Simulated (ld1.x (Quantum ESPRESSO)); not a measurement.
**What one change does to a pseudopotential (H (Z = 1), ultrasoft)**

```json
{"Element": "H", "Generator": "ld1.x (Quantum ESPRESSO) 7.5", "Type": "ultrasoft", "Functional": "PBEsol", "Relativity": "non-relativistic", "Frozen core": "none", "Valence charge": "1", "Reference configuration": "1s1", "Partial waves": "1s (bound): rcut 1.40, rcutus 1.65 bohr; 1s channel at 0.05 Ry: rcut 1.40, rcutus 1.65 bohr", "Local potential": "all-electron potential smoothed inside 1.25 bohr (lloc = -1)", "Core correction": "none", "Augmentation charge": "PSQ, inside the norm-conserving radii"}
```

All-electron outer shells of the reference configuration (PBEsol, non-relativistic, ld1.x):

```csv
shell,level (eV),outermost node (bohr),outermost maximum (bohr)
1s,-6.33,–,1.05
```

Change: local potential all-electron potential smoothed inside 1.38 bohr (lloc = -1).

Cutoffs: the cutoffs (Ry, on a coarse ladder) from which the occupation-weighted sum of valence levels, in a spherical-Bessel basis at the reference potential, stays within 10 and 1 mRy of its value at 400 Ry; they do not see the model core or the augmentation charge, which bear on the density cutoff. Errors are all-electron minus pseudo energies relative to the spin-unpolarised reference configuration.

Problem. What does the change do?

Solution. The potential gets neither clearly harder nor softer (10 Ry and 15 Ry → 10 Ry and 15 Ry); neither file shows a bound ghost.

| quantity | base | changed |
| --- | --- | --- |
| cutoff, loose | 10 Ry | 10 Ry |
| cutoff, tight | 15 Ry | 15 Ry |
| bound ghosts | none | none |
| error for 1s0.5, meV [ΔE 4.66 eV] | +43 | +42 |
| s: phases at 1.81 bohr within 0.05 rad from the reference energy up to (Ry; the scan ends near 5) | 3.4 | 3.5 |
| lowest overlap eigenvalue by channel | s 0.96 | s 0.97 |
